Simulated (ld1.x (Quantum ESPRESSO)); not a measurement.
The numbers below are computed, except where a source is named.
**Pseudopotentials across the periodic table**

Generated with ld1.x 7.5 (TM, RRKJ, ultrasoft, PAW), atompaw 4.2 or ONCVPSP 4.0.1. The cutoff is in Ry: for ld1.x and atompaw files where the sum of valence levels is converged to 10 mRy in a Bessel basis, for ONCV files where the hardest occupied wave has 1 mHa per electron of residual kinetic energy. The error is the largest all-electron minus pseudo excitation energy over each file’s own four to seven test configurations (ionisations up to +4, promotions, holes and added fractions of an electron), all of which were solved. The labels leave out finer settings (local radius, basis sizes, second energies), which also bear on the numbers. Spin-polarised tests are not counted. The rows are a selection from randomly drawn settings: files with unsolved tests, undetermined cutoffs or missed reference levels are left out.

A true bound ghost makes a file unfit for plane-wave use even where its test errors are small: the radial tests pick states by their node count and pass the ghost by.

```tsv
element	potential	cutoff (Ry)	largest error (meV)	bound ghosts
K	TM, LDA (PZ), scalar-relativistic, rc 4.20/4.20/3.95 (spd), local smoothed, core correction yes, reference 4s1 4p0	6	-9.5	none
Ga	ultrasoft, BLYP, scalar-relativistic, rc 1.60/2.85 (sp), local smoothed, core correction yes, reference 4s1 4p2	8	-90	s
Zr	RRKJ, PBE, scalar-relativistic, rc 3.00/2.20/2.60 (spd), local s, core correction yes, reference 4p6 4d2 5s2 5p0	21	-1115	none
Bi	TM, PBEsol, fully relativistic, rc 1.95/1.80 (sp), local s, core correction yes, reference 6s2 6p1	35	-462	p3/2
```

Problem. Fill in the row for Rb: TM, PBE, scalar-relativistic, rc 4.20/4.50/4.05 (spd), local s, core correction yes, reference 5s1 5p0.

Solution. cutoff 6 Ry, largest error -6.8 meV, bound ghosts: none.

Problem. Fill in the row for B: PAW, BLYP, scalar-relativistic, rc 1.10/1.65 (sp), local smoothed, core correction yes, reference 2s1 2p0.

Solution. cutoff 21 Ry, largest error -3.6 meV, bound ghosts: none.
